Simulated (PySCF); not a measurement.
# Sm⁴⁷⁺ (samarium, charge +47) across methods

[Ne] 3s2 3p3, high-spin 4S determinant. Computed with PySCF 2.14 in an uncontracted even-tempered set (18 s from 10 bohr⁻², ratio 2.5; 12 p from 14 bohr⁻², ratio 2.5; 4 d from 54 bohr⁻², ratio 2.7; 4 f from 80 bohr⁻², ratio 2.7), with the spin-free X2C one-electron Hamiltonian (Gaussian nucleus). The B2PLYP total includes its PT2 part (frozen core); its orbital energies are those of the SCF part.

| method | E (hartree) | mean ε 3s α (eV) | mean ε 3s β (eV) | mean ε 3p α (eV) | Σ⟨r²⟩ (bohr²) | ⟨S²⟩ |
| --- | --- | --- | --- | --- | --- | --- |
| B97-3 | -8297.51 | -4246.5 | -4207.3 | -4000.5 | 0.3752 | 3.750 |
| PBE0 | -8297.66 | -4245.0 | -4205.9 | -3999.9 | 0.3752 | 3.750 |
| r2SCAN | -8297.91 | -4236.0 | -4196.5 | -3991.7 | 0.3754 | 3.750 |
| B2PLYP | -8298.01 | -4265.7 | -4216.1 | -4013.7 | 0.3753 | 3.750 |
| UHF | -8296.85064 | -4300.5 | -4231.9 | -4036.7 | 0.3755 | 3.750 |
| PBE | -8297.71 | -4226.0 | -4196.4 | -3987.1 | 0.3751 | 3.750 |

Q: Estimate the same row for LDA.

A: E (hartree) = -8289.70; mean ε 3s α (eV) = -4222.0; mean ε 3s β (eV) = -4195.1; mean ε 3p α (eV) = -3985.2; Σ⟨r²⟩ (bohr²) = 0.3754; ⟨S²⟩ = 3.750.

Spin-orbit coupling, which splits the p, d and f shells strongly at this Z, is absent. Spin-orbit coupling is strong in this species (close to jj coupling), so the high-spin LS determinant is a model state, not a physical level.
